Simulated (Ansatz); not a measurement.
Ansatz results at the PBE0-D4/def2-TZVP geometry: size of the dipole moment (PBE/def2-TZVPP) 1.56 D; HOMO–LUMO gap (B3LYP/def2-TZVPP) 5.61 eV; size of the dipole moment (B3LYP/def2-TZVPP) 1.58 D.

Q: Which molecule gave them?
A. `C[SiH2][Se][SiH]([GaH2])[TeH]`
B. `O[SiH2][BH][ZnH]`
C. `CC#C[S][GeH3]`
D. `C1=[CH][GeH2][S]C1`

A: C. The others give `C[SiH2][Se][SiH]([GaH2])[TeH]`: 1.23, 4.96, 1.15; `O[SiH2][BH][ZnH]`: 1.30, 3.67, 1.30; `C1=[CH][GeH2][S]C1`: 2.02, 5.92, 2.02.

B3LYP here is the variant with VWN-RPA as its local correlation; programs differ in this.
